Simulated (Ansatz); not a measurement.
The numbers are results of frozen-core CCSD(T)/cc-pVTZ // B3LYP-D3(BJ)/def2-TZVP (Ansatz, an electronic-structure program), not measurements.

Ansatz 0.2 input:
```yaml
crystal:
  periodic: [false, false, false]
  atoms:
    - { symbol: C, position_ang: [-1.1004, -0.234964, -0.195673] }
    - { symbol: S, position_ang: [0.401839, 0.674857, 0.131078] }
    - { symbol: O, position_ang: [0.485059, 0.898878, 1.54904] }
    - { symbol: O, position_ang: [0.481239, 1.757688, -0.810162] }
    - { symbol: S, position_ang: [1.942081, -0.667289, -0.437245] }
    - { symbol: H, position_ang: [-1.916766, 0.440036, 0.060725] }
    - { symbol: H, position_ang: [-1.126573, -0.49418, -1.250404] }
    - { symbol: H, position_ang: [-1.11994, -1.120043, 0.434613] }
    - { symbol: H, position_ang: [1.938564, -1.295353, 0.751448] }
basis:
  gaussian: { orbitals: cc-pVTZ }
correlation:
  method: ccsd_t
```

Output:

```
Functional definition: HF
1245 factors; integrals over basis functions are off by at most 1.1e-3 eV
mean field evaluation 1: about -26797.7616 eV, gradient 5.6e1 eV
mean field evaluation 2: about -26798.1532 eV, gradient 5.7e1 eV
mean field evaluation 4: about -26804.1265 eV, gradient 4.7e0 eV
mean field evaluation 8: about -26804.2186 eV, gradient 3.2e-1 eV
mean field evaluation 16: about -26804.2192 eV, gradient 1.6e-6 eV
mean field -26804.21919230 eV, -985.0368867648 hartree, gradient 1.6e-6 eV, S^2 0.000000; 0 other end points of the search recorded, 0 dependent functions left out
13 core orbitals not correlated
reference -26804.21919230 eV, -985.0368867648 hartree; 16, 16 occupied and 185, 185 virtual orbitals, 1245 factors
second order -27.75146807 eV of doubles, -0.00000000 eV of singles
cycle   1  -27.49573871 eV  change    2.6e-1 eV  update   1.4e-1
cycle   2  -28.26013379 eV  change   -7.6e-1 eV  update   4.7e-2
cycle   3  -28.46333547 eV  change   -2.0e-1 eV  update   2.5e-2
cycle   4  -28.44063433 eV  change    2.3e-2 eV  update   6.9e-3
cycle   5  -28.43655912 eV  change    4.1e-3 eV  update   3.5e-3
cycle   6  -28.43834660 eV  change   -1.8e-3 eV  update   1.2e-3
cycle   7  -28.43772171 eV  change    6.2e-4 eV  update   5.1e-4
cycle   8  -28.43762159 eV  change    1.0e-4 eV  update   1.6e-4
cycle   9  -28.43771604 eV  change   -9.4e-5 eV  update   8.1e-5
cycle  10  -28.43769743 eV  change    1.9e-5 eV  update   3.0e-5
perturbative correction -1.32126336 eV, -0.0485555329 hartree
Total energy: -26833.97815310 eV, -986.1305084026 hartree
```

Cost: very roughly 3 core-minutes.
